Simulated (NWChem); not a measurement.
Species: BSiH4F; SMILES FB[SiH3]

Computed with NWChem. Each level has its own optimisation; frequencies are unscaled.

```
level                                  r B–F (Å)  r B–H (Å)  r B–Si (Å)  highest harmonic frequency (cm⁻¹)  lowest (cm⁻¹)  zero-point energy (kcal/mol)  dipole (D)
------------------------------------  ----------  ---------  ----------  ---------------------------------  -------------  ----------------------------  ----------
LDA (Slater exchange, VWN5)/def2-SVP       1.315      1.228       2.020                               2504             64                          23.6        0.27
Hartree-Fock/STO-3G                        1.298      1.171       1.980                               3174             59                          31.4        0.11
PBE-D3(BJ)/def2-SVP                   (withheld)      1.224  (withheld)                               2509             60                          23.7        0.31
```

Question: Some entries are withheld; supply them.

Answer: 
- PBE-D3(BJ)/def2-SVP, r B–F (Å): 1.331
- PBE-D3(BJ)/def2-SVP, r B–Si (Å): 2.042
